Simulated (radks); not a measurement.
The lead ion Pb2+, 80 electrons, occupied as [Hg] (the NIST ground configuration). Calculated with a radial shooting solver on a logarithmic mesh with Libxc functionals: Dirac Kohn-Sham, PBE, spin-unpolarised, spherical densities, finite nucleus; Fermi nuclear charge, rms radius 5.5012 fm.

Spin-orbit splittings of the eigenvalues, e(l+1/2) - e(l-1/2), with zeta = 2 splitting/(2l+1) and mean radii in bohr:

[
 {"shell": "2p", "occ.": "6", "splitting (eV)": "2189", "zeta (eV)": "1460", "<r> j=l-1/2": "0.05488", "<r> j=l+1/2": "0.06380"},
 {"shell": "3p", "occ.": "6", "splitting (eV)": "488.5", "zeta (eV)": "325.6", "<r> j=l-1/2": "0.1644", "<r> j=l+1/2": "0.1807"},
 {"shell": "3d", "occ.": "10", "splitting (eV)": "104.0", "zeta (eV)": "41.58", "<r> j=l-1/2": "0.1570", "<r> j=l+1/2": "0.1619"},
 {"shell": "4p", "occ.": "6", "splitting (eV)": "119.6", "zeta (eV)": "79.71", "<r> j=l-1/2": "0.3853", "<r> j=l+1/2": "0.4198"},
 {"shell": "4d", "occ.": "10", "splitting (eV)": "22.32", "zeta (eV)": "8.927", "<r> j=l-1/2": "0.4246", "<r> j=l+1/2": "0.4356"},
 {"shell": "4f", "occ.": "14", "splitting (eV)": "5.031", "zeta (eV)": "1.438", "<r> j=l-1/2": "0.4508", "<r> j=l+1/2": "0.4571"},
 {"shell": "5p", "occ.": "6", "splitting (eV)": "22.33", "zeta (eV)": "14.89", "<r> j=l-1/2": "0.9130", "<r> j=l+1/2": "1.005"},
 {"shell": "5d", "occ.": "10", "splitting (eV)": "2.613", "zeta (eV)": "1.045", "<r> j=l-1/2": "1.267", "<r> j=l+1/2": "1.312"}
]
